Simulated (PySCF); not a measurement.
Molecular orbitals of TeF

r²SCAN at R = 1.945 Å; Te def2-SVP with ECP28, F def2-SVP; scalar-relativistic core potentials (PySCF 2.14). State: ²Π (doublet), unpaired electrons π ↑. Only the outer orbitals are listed, counted within each symmetry, core potentials removing the inner ones.

```
spin  orbital  occ.  ε (eV)  on Te (%)           main shells (%)
   α       5σ     1  -29.61          5                    93 F s
   α       6σ     1  -16.55         87           87 Te s, 10 F p
   α       7σ     1  -10.96         31   67 F p, 22 Te p, 9 Te s
   α       3π     1  -10.30         17           83 F p, 15 Te p
   α       3π     1   -9.93         12           88 F p, 11 Te p
   α       4π     1   -6.85         85           85 Te p, 15 F p
   α       4π     1   -5.78         90           90 Te p, 10 F p
   α       8σ     0   -3.30         85           78 Te p, 16 F p
   α       9σ     0    5.11        100                   98 Te s
   α       5π     0    7.94         99          51 Te d, 47 Te p
   β       5σ     1  -29.45          5                    93 F s
   β       6σ     1  -15.74         84           83 Te s, 13 F p
   β       7σ     1  -10.75         34  65 F p, 21 Te p, 13 Te s
   β       3π     1   -9.83         11           89 F p, 10 Te p
   β       3π     1   -9.78         10            90 F p, 8 Te p
   β       4π     1   -5.47         91            90 Te p, 9 F p
   β       4π     0   -4.93         92                   92 Te p
   β       8σ     0   -2.89         86           77 Te p, 16 F p
   β       9σ     0    5.62        101                   99 Te s
```

Q: Which are the highest filled and the lowest empty level, where do they sit, and how wide is the gap?

A: Highest filled β 4π at -5.47 eV (in %: 90 Te p, 9 F p); lowest empty β 4π at -4.93 eV (in %: 92 Te p); the gap at r²SCAN is 0.54 eV. Both belong to one degenerate shell, split only by its one-sided filling, so this is no excitation gap.

| Property | Result |
| --- | --- |
| bond order (Mayer) | 0.96 |
| ⟨S²⟩ | 0.753 |
| charge on Te (Mulliken, basis-dependent) | 0.39 |
| charge on Te (Löwdin, basis-dependent) | 0.31 |
| dipole moment (positive dipole means Te(−)F(+)) | -2.22 D |

Shares are Mulliken populations and can fall outside 0 to 100 %.

Spin–orbit coupling is left out. The state was picked by a PBE0 search and need not be the measured ground state.
